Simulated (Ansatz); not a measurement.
`F[Si@H]1[O][Sn@H]1[Cl]`, charge 0, multiplicity 1.

Q: Give a relaxed structure at PBE0-D4/def2-TZVP (Ansatz). (Estimate.)

A: Ansatz gave: 
Cartesian coordinates in Å:
```
F -0.3394 0.4104 -2.3513
Si -0.7511 0.6186 -0.8404
O -1.0705 -0.6390 0.0729
Sn 0.8419 -0.0854 0.9337
Cl 2.2551 -1.8540 0.3695
H -1.5688 1.8468 -0.7998
H 0.6329 -0.2974 2.6154
```
